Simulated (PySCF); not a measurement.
F₂GaHO, SMILES [OH][Ga]([F])[F].

Geometry: PBE0-D3(BJ)/def2-SVP. One conformer was computed; it need not be the lowest.

Level of theory: C-PCM-PBE0/def2-SVP (PySCF).

The values are the electrostatic part of the solvation free energy, E(continuum) − E(gas) at the gas-phase geometry, in a cavity of scaled van der Waals radii (PySCF's table); cavitation and dispersion terms are not included. A continuum can't describe solvent molecules that bind to the metal. In vacuum the orbital gap is 8.10 eV. The dipole moment in vacuum is 2.15 D.

Question: Estimate the values in water (ε = 78.36), dichloromethane (ε = 8.93), benzene (ε = 2.27). (Estimate from the structure and the level; the computed values follow.)

Answer: 
```csv
solvent,ε,ΔG(elec) (kcal/mol),dipole (D),gap (eV)
water,78.36,-9.8,2.48,8.11
dichloromethane,8.93,-8.7,2.45,8.11
benzene,2.27,-5.4,2.33,8.11
```
